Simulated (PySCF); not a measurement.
# A small calculation by hand: oscillator strength and radiative lifetime

ethylmethylamine (C3H9N), SMILES CCNC.

The structure is a stationary point at B3LYP-D3(BJ)/def2-SVP. One conformer was computed; it need not be the lowest.

TDA-PBE/def2-SVPD (PySCF) puts the first singlet state with f over 0.02 at 6.01 eV (vertical), with the transition dipole (0.001, 0.278, -0.287) in atomic units.

**Question.** Find the oscillator strength, the wavelength and the radiative lifetime that this transition would have in vacuum if emission retraced absorption.

**Answer.** 
|μ|² = 0.1597 au, so |μ| = 1.02 D. ΔE = 6.01/27.211 = 0.2209 hartree. f = (2/3) ΔE |μ|² = 0.024 (the program prints 0.024).
λ = 1239.84/6.01 = 206 nm; ν = 48474 cm⁻¹.
Einstein's coefficient A = 0.6670 ν² f s⁻¹ (ν in cm⁻¹) = 3.7e7 s⁻¹, so τ = 1/A = 27 ns. This state is S3; the lower singlets have f = 0.007, 0.019. The figure is the radiative limit of this one transition; relaxation, internal conversion, crossing to triplets and a medium change what is measured.
